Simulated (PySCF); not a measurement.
Sn(OMe)(SiH3) (CH₆OSiSn), SMILES C[O][Sn][SiH3] (connectivity only; charge and spin as stated), neutral, multiplicity 1.

Geometry optimised at PBE-D3(BJ)/def2-SVP. The structure was generated by enumeration; whether it is a known compound was not checked. The def2 effective core potentials stand for the cores of Sn; spin–orbit coupling is left out. One conformer was computed; it need not be the lowest.

These are PySCF with PBE-D3(BJ)/def2-SVP values and carry that method's errors.

Frequencies are harmonic and unscaled.

```csv
mode,ν (cm⁻¹),IR (km/mol),Raman (Å⁴/amu),depolarisation,moving atoms (share of kinetic energy)
1,89,0.0,0.2,0.75,H 99 %
2,101,0.1,0.0,–,H 95 %
3,113,2.1,4.6,0.68,"Si 32 %, C 28 %, H 21 %, Sn 10 %, O 9 %"
4,139,14.9,0.2,0.75,"O 56 %, H 25 %, C 15 %"
5,231,0.3,9.4,0.64,"Si 28 %, C 23 %, O 22 %, H 21 %"
6,251,23.1,21.3,0.21,"Si 43 %, Sn 21 %, H 16 %, C 10 %, O 10 %"
7,316,5.9,9.9,0.75,"H 88 %, Si 9 %"
8,383,15.0,9.8,0.70,"H 80 %, Si 11 %"
9,487,51.2,25.0,0.29,"O 66 %, Sn 14 %, C 13 %"
10,801,240.7,1.4,0.49,"H 91 %, Si 9 %"
11,894,25.7,31.6,0.75,H 98 %
12,905,24.9,39.0,0.75,H 98 %
13,1089,137.2,41.1,0.40,"O 48 %, C 43 %, H 9 %"
14,1119,1.4,2.1,0.75,"H 76 %, C 19 %"
15,1134,1.3,11.4,0.14,"H 68 %, C 21 %, O 10 %"
16,1402,0.3,16.5,0.75,H 96 %
17,1406,13.4,52.6,0.47,H 91 %
18,1416,26.6,29.5,0.70,H 93 %
19,2102,78.6,259.6,0.00,H 99 %
20,2120,94.5,133.9,0.75,H 96 %
21,2126,106.8,162.5,0.69,H 96 %
22,2891,76.0,252.6,0.09,H 97 %
23,2969,43.5,165.0,0.31,"H 91 %, C 9 %"
24,2983,30.6,179.9,0.75,"H 90 %, C 10 %"
```
